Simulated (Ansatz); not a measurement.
Mulliken charges of CH₄ClFOSSi, SMILES `CO[Si](F)(S)Cl` from r2SCAN/def2-TZVPP in Ansatz (PBE0-D4/def2-TZVP geometry).

```json
{"atom": "C1", "x (Å)": "0.618", "y (Å)": "-0.777", "z (Å)": "-1.368", "charge (e)": "0.000"}
{"atom": "O2", "x (Å)": "-0.548", "y (Å)": "-0.139", "z (Å)": "-0.882", "charge (e)": "-0.353"}
{"atom": "Si3", "x (Å)": "-0.805", "y (Å)": "0.360", "z (Å)": "0.626", "charge (e)": "0.782"}
{"atom": "F4", "x (Å)": "-2.313", "y (Å)": "0.823", "z (Å)": "0.682", "charge (e)": "-0.282"}
{"atom": "S5", "x (Å)": "0.519", "y (Å)": "1.937", "z (Å)": "1.079", "charge (e)": "-0.244"}
{"atom": "Cl6", "x (Å)": "-0.608", "y (Å)": "-1.153", "z (Å)": "1.979", "charge (e)": "-0.233"}
{"atom": "H7", "x (Å)": "1.510", "y (Å)": "-0.177", "z (Å)": "-1.169", "charge (e)": "0.067"}
{"atom": "H8", "x (Å)": "0.503", "y (Å)": "-0.897", "z (Å)": "-2.445", "charge (e)": "0.073"}
{"atom": "H9", "x (Å)": "0.739", "y (Å)": "-1.762", "z (Å)": "-0.909", "charge (e)": "0.070"}
{"atom": "H10", "x (Å)": "0.385", "y (Å)": "1.784", "z (Å)": "2.407", "charge (e)": "0.120"}
```

Task: By hand: the dipole of these point charges (1 e Å = 4.8032 D).

Result: Σ q r = (0.467, -0.092, -0.147) e Å, of length 0.498 e Å = 2.39 D.

Task: How does the dipole of the full density compare? (An estimate is asked.)

Result: The calculation gave: (0.394, -0.111, -0.056) e Å, 1.98 D; the point charges give 1.21 times that, at 10° from its direction.

Point charges leave out the atoms' own dipoles, such as those of lone pairs, and Mulliken's split depends on the basis, so the two needn't agree.
